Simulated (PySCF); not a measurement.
Isomers of C4H7FO2Si. Computed with PySCF 2.14.0, density-fitted response routines, TDDFT CAM-B3LYP/def2-SVPD, vertical, gas phase, core orbitals frozen in the response. Geometries: GFN2-xTB; one conformer of each isolated species. Triplets are in the Tamm–Dancoff approximation.

A. `CC1=C(O[SiH2]O)[C@H]1F`
B. `CO[C@@]1(F)[SiH2][C@@H]1C=O`
C. `C1(CC1)OC(=O)[SiH2]F`
D. `[SiH2]1O[C@@H](C(=O)C1)CF`

Lowest singlet levels (six at most, fewer where fewer were computed) with oscillator strengths:

1. 292 nm (f 0.001); 184 nm (f 0.008); 177 nm (f 0.020); 174 nm (f 0.013); 169 nm (f 0.018); 165 nm (f 0.011); T1 3.73 eV
2. 188 nm (f 0.016); 176 nm (f 0.121); 172 nm (f 0.059); 169 nm (f 0.061); 164 nm (f 0.003); 160 nm (f 0.106); T1 5.01 eV
3. 241 nm (f 0.004); 185 nm (f 0.118); 175 nm (f 0.083); 161 nm (f 0.002); 159 nm (f 0.006); 159 nm (f 0.041); T1 4.49 eV
4. 292 nm (f 0.003); 213 nm (f 0.095); 198 nm (f 0.040); 190 nm (f 0.179); 185 nm (f 0.008); 180 nm (f 0.071); T1 3.68 eV

Task: Match each spectrum to its molecule.

Result: 1 = D, 2 = A, 3 = C, 4 = B.
- A: S1 at 6.59 eV, HOMO→LUMO (86%); Löwdin shares by element: HOMO carbon 58% or more, oxygen 18% or more (atoms not listed hold the other 24%); LUMO silicon 28%, carbon 19% or more, oxygen 8% or more (atoms not listed hold the other 44%); HOMO -8.63 and LUMO 0.92 eV.
- B: S1 at 4.24 eV, HOMO→LUMO (53%), HOMO-1→LUMO (14%), HOMO→LUMO+1 (13%); Löwdin shares by element: HOMO oxygen 36% or more, carbon 24% or more, silicon 12% (atoms not listed hold the other 27%); LUMO silicon 31%, carbon 28% or more, oxygen 15% or more (atoms not listed hold the other 26%); HOMO -8.55 and LUMO -0.21 eV.
- C: S1 at 5.15 eV, HOMO→LUMO (91%); Löwdin shares by element: HOMO (one of a set within 0.03 eV) oxygen 63%, carbon 15% or more, silicon 10%; LUMO oxygen 37%, carbon 32% or more, silicon 18%; HOMO -9.48 and LUMO 0.28 eV.
- D: S1 at 4.25 eV, HOMO→LUMO (91%); Löwdin shares by element: HOMO oxygen 49% or more, carbon 32% or more (atoms not listed hold the other 20%); LUMO carbon 49% or more, oxygen 28% or more (atoms not listed hold the other 23%); HOMO -8.87 and LUMO 0.08 eV.
B and D have S1 within 0.01 eV of each other; their strongest listed levels stand at 6.53 eV (f 0.179) and 7.02 eV (f 0.020).
